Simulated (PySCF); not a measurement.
## Magnetisability: `O=S(=O)(O)S[C@@H]1CO1`, C₂H₄O₄S₂

Geometry:
```
atom   x (Å)   y (Å)   z (Å)
  O1   0.782   0.911   1.487
  S2   1.328   0.056   0.495
  O3   1.598  -1.322   0.724
  O4   2.718   0.716   0.047
  S5   0.337   0.335  -1.325
  C6  -1.166  -0.389  -0.655
  C7  -1.848   0.260   0.464
  O8  -1.037  -0.880   0.624
  H9   3.335   0.039  -0.234
 H10  -1.703  -0.994  -1.376
 H11  -1.435   1.173   0.876
 H12  -2.909   0.094   0.611
```

Method used: GIAO B97-2/pcSseg-1 magnetisability, rotational g tensor and spin-rotation constants, non-relativistic, gas phase (PySCF). Geometry: GFN2-xTB.

(1) What are the magnetisability and the molar susceptibility?

(2) Split it along the inertial axes a, b, c into diamagnetic and paramagnetic parts about the centre of mass, with the quadrupole moment.

(3) And the rotational g tensor?

Answers

(1) Isotropic -1235 × 10⁻³⁰ J/T², or -74.4 × 10⁻⁶ cm³/mol; principal values -1380, -1210, -1116 × 10⁻³⁰ J/T², anisotropy 232 × 10⁻³⁰ J/T² (root of half the summed squared differences of the principal values). The susceptibility is in cgs units.

(2) 
| axis | χ (10⁻⁶ cm³/mol) | diamagnetic (10⁻⁶ cm³/mol) | paramagnetic (10⁻⁶ cm³/mol) | summed x² of all electrons (Å²) | quadrupole Θ (D Å) |
| --- | --- | --- | --- | --- | --- |
| a | -80.8 | -521.8 | 441.0 | 170.4 | +16.73 |
| b | -71.8 | -925.0 | 853.2 | 75.3 | -6.99 |
| c | -70.6 | -1042.5 | 971.9 | 47.6 | -9.73 |

Anisotropies 2χaa − χbb − χcc = -19.1 and 2χbb − χaa − χcc = +7.7 × 10⁻⁶ cm³/mol. Θ is traceless in Buckingham's convention.

(3) 
| axis | rotational constant (GHz) | g | nuclear part | electronic part |
| --- | --- | --- | --- | --- |
| a | 2.7042 | -0.0389 | 0.5214 | -0.5603 |
| b | 1.4077 | -0.0169 | 0.5473 | -0.5642 |
| c | 1.2134 | -0.0144 | 0.5397 | -0.5541 |

Asymmetric top; isotopes 12C, 1H, 16O, 32S; no vibrational averaging.
